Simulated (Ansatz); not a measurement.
`BO[SiH](O)F` + H₂ → `BO[SiH2]F` + H₂O  (hydrogenolysis of the Si–O bond)

Computed with Ansatz on PBE0-D4/def2-TZVP structures; ΔE is electronic, products minus reactants. CBS: MP2 limit from def2 TZ/QZ plus the TZ coupled-cluster correction, frozen cores. This one scheme is used for every species. DFT in def2-TZVPP. B3LYP here is the variant with VWN-RPA as its local correlation; programs differ in this. One conformer a species, not always the lowest.

`BO[SiH](O)F`:

Cartesian coordinates in Å:
```
B 1.069 -0.014 -1.557
O 0.114 -0.490 -0.729
Si -0.641 0.130 0.577
O -0.263 -0.841 1.817
F -2.203 0.087 0.301
H 1.436 -0.717 -2.453
H 1.521 1.087 -1.383
H -0.272 1.539 0.796
H -0.761 -0.780 2.632
```

H₂:

```xyz
2

H     0.022    0.251    0.275
H    -0.022   -0.251   -0.275
```

`BO[SiH2]F`:

Z-matrix (Å, degrees):
```
Si
O 1 1.641
F 1 1.589 2 107.9
H 1 1.479 2 110.5 3 118.0
H 1 1.474 2 108.0 3 -116.7
B 2 1.352 1 132.4 3 -107.2
H 6 1.197 2 118.0 1 178.1
H 6 1.203 2 119.8 1 -2.2
```

H₂O:

```xyz
3

O    -0.388   -0.024   -0.026
H     0.243   -0.746   -0.037
H     0.144    0.770    0.063
```

Is it downhill or uphill in electronic energy at CCSD(T)/CBS, and by how much? (An estimate is asked.)

The calculation gave: Uphill: ΔE = +23.5 kcal/mol.

What do these levels give: ωB97X-V, r2SCAN, B3LYP, HF/def2-SVP, CCSD/def2-TZVPP, MP2/CBS(def2)? (Estimate.)

The calculation gave: ωB97X-V 23.6, r2SCAN 25.4, B3LYP 22.8, HF/def2-SVP 19.1, CCSD/def2-TZVPP 23.1, MP2/CBS(def2) 24.6 kcal/mol.

What do rigid-rotor, harmonic-oscillator terms from PBE0-D4/def2-TZVP frequencies (298.15 K, 1 bar) make of the CCSD(T)/CBS value? (Best estimate.)

Computed: ΔZPE = +3.4 kcal/mol, ΔH = +26.4 kcal/mol, ΔS = 24 J/(mol·K), ΔG = +24.6 kcal/mol. Modes under 50 cm⁻¹ make the entropy rough.

Largest T1 diagnostic among the species: 0.013.

From BLYP to BHLYP (50 % exact exchange), in def2-TZVPP and without D4, ΔE moves by +1.1 kcal/mol. At CCSD(T), def2-SVP lies −3.0 kcal/mol from the extrapolated value and def2-TZVPP +0.1 kcal/mol. Leaving LDA and LC-ωPBE aside and taking each functional with its dispersion term where it has one, the values, not all of them listed here, spread over 3.0 kcal/mol, from PBE-D4 to r2SCAN-D4. LDA lies +2.4 kcal/mol from PBE without D4.
